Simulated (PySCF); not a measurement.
Two species compared at the same levels of theory.

First species: C4H14BN.
SMILES: `[BH3-][N@H+](C)CCC`

Second species: C4H4AlCl3O2.
SMILES: `[AlH2-]1[O+]=CC(C(Cl)(Cl)Cl)=C[O]1`

Levels: CAM-B3LYP/def2-SVPD for dipole moment, HOMO energy, LUMO energy, HOMO–LUMO gap, static isotropic polarisability and electronic spatial extent ⟨r²⟩ about the centre of nuclear charge; TDDFT CAM-B3LYP/def2-SVPD for lowest singlet excitation; TDA CAM-B3LYP/def2-SVPD for lowest triplet excitation (Tamm–Dancoff); ΔSCF CAM-B3LYP/def2-SVPD for vertical ionisation energy; PBE0-D3(BJ)/def2-SVP for rotational constant A and rotational constant C. Geometries: PBE0-D3(BJ)/def2-SVP. Each species is one conformer at its optimised geometry, gas phase, non-relativistic unless stated. Electronic properties by PySCF.

The conformers computed, where there is a choice (atom-mapped SMILES and torsion angles):
- `[BH3-:1][N@H+:2]([CH3:3])[CH2:4][CH2:5][CH3:6]`: B1–N2–C4–C5 -169°, N2–C4–C5–C6 175°
- `[Cl:1][C:2]([Cl:3])([Cl:4])[C:5]1=[CH:6][O:7][AlH2-:8][O+:9]=[CH:10]1`: Cl1–C2–C5–C6 -3°

| property | column X | column Y |
| --- | --- | --- |
| dipole moment | 2.17 D | 5.54 D |
| HOMO energy | -8.96 eV | -9.05 eV |
| LUMO energy | -1.80 eV | 0.89 eV |
| HOMO–LUMO gap | 7.16 eV | 9.94 eV |
| lowest singlet excitation | 4.24 eV | 7.19 eV |
| lowest triplet excitation (Tamm–Dancoff) | 2.95 eV | 7.04 eV |
| static isotropic polarisability | 120.6 au | 78.0 au |
| vertical ionisation energy | 9.61 eV | 10.13 eV |
| electronic spatial extent ⟨r²⟩ about the centre of nuclear charge | 2633 bohr² | 888 bohr² |
| rotational constant A | 1.268 GHz | 6.727 GHz |
| rotational constant C | 0.424 GHz | 1.505 GHz |

Question: Which column belongs to which species?

Answer: Column X is the second species and column Y the first. The first has 20 atoms and 50 electrons, the second 14 and 108.

Question: How does each property change from the first species to the second?

Answer: dipole moment -3.37 D; HOMO energy +0.09 eV; LUMO energy -2.69 eV; HOMO–LUMO gap -2.78 eV; lowest singlet excitation -2.95 eV; lowest triplet excitation (Tamm–Dancoff) -4.09 eV; static isotropic polarisability +42.6 au; vertical ionisation energy -0.52 eV; electronic spatial extent ⟨r²⟩ about the centre of nuclear charge +1745 bohr²; rotational constant A -5.459 GHz; rotational constant C -1.081 GHz.

On the first: The vertical singlet–triplet gap S1 − T1 is 0.15 eV (TDDFT singlet less Tamm–Dancoff triplet; S1: HOMO→LUMO, weight 0.68; T1: HOMO→LUMO, weight 0.62). S1 lies 2.75 eV below the HOMO–LUMO gap; its leading configuration is HOMO→LUMO, weight 0.68.

On the second: The vertical singlet–triplet gap S1 − T1 is 1.29 eV (TDDFT singlet less Tamm–Dancoff triplet; S1: HOMO→LUMO, weight 0.98; T1: HOMO→LUMO, weight 0.75). S1 lies 2.92 eV below the HOMO–LUMO gap; its leading configuration is HOMO→LUMO, weight 0.98.
